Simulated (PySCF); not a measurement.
B3LYP has the VWN-RPA correlation part, as in Gaussian. 

```xyz
4

Zn     0.0573     0.0436    -0.0618
O     -0.9884     0.0870    -1.5038
H     -0.6423    -0.4788    -2.2209
Br     1.2549     0.0986     1.8281
```

Charge 0, multiplicity 1.

**Question.** Give the Mulliken and meta-Löwdin atomic charges from B3LYP-D3(BJ)/def2-TZVP // BP86-D3(BJ)/def2-SVP in PySCF.

**Answer.** 
```tsv
atom	Mulliken (e)	meta-Löwdin (e)
Zn1	0.57	1.23
O2	-0.62	-0.97
H3	0.32	0.33
Br4	-0.27	-0.59
```
